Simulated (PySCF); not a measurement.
Al(H)(Br)(vinyl) (C2H4AlBr), SMILES [CH]([AlH][Br])=C.

Geometry optimised at TPSSh-D3(BJ)/def2-SVP. The structure was generated by enumeration; whether it is a known compound was not checked. The values are those of a single conformer.

Method: TDDFT-PBE/def2-SVPD (PySCF 2.14.0).

Vertical excitations. Isolated molecule, no solvent. State labels are in the subgroup Cs.

```
state  symmetry  energy (eV)  λ (nm)      f                                              main pairs
-----  --------  -----------  ------  -----  ------------------------------------------------------
S1           A"         4.33     286  0.000                                          HOMO→LUMO 99 %
S2           A'         5.08     244  0.092                      HOMO−1→LUMO 52 %, HOMO−2→LUMO 44 %
S3           A"         5.09     243  0.000                                        HOMO−3→LUMO 98 %
S4           A'         5.50     226  0.076  HOMO−2→LUMO 47 %, HOMO−1→LUMO 35 %, HOMO−1→LUMO+1 15 %
S5           A"         5.59     222  0.002                                        HOMO−4→LUMO 97 %
S6           A"         6.02     206  0.001                                        HOMO→LUMO+1 96 %
S7           A'         6.25     198  0.097                                        HOMO→LUMO+2 94 %
S8           A"         6.39     194  0.000                                      HOMO−1→LUMO+2 99 %
S9           A'         6.64     187  0.009                  HOMO−2→LUMO+1 61 %, HOMO−1→LUMO+1 33 %
S10          A"         6.73     184  0.000                                      HOMO−3→LUMO+1 96 %
T1           A'         3.96     313      0                      HOMO−1→LUMO 79 %, HOMO−2→LUMO 14 %
T2           A"         4.10     302      0                                          HOMO→LUMO 98 %
T3           A'         4.69     264      0                      HOMO−2→LUMO 83 %, HOMO−1→LUMO 16 %
T4           A"         4.82     257      0                                        HOMO−3→LUMO 97 %
```
Triplets are in the Tamm–Dancoff approximation, which puts them higher than full response would, so one can lie above its singlet here.
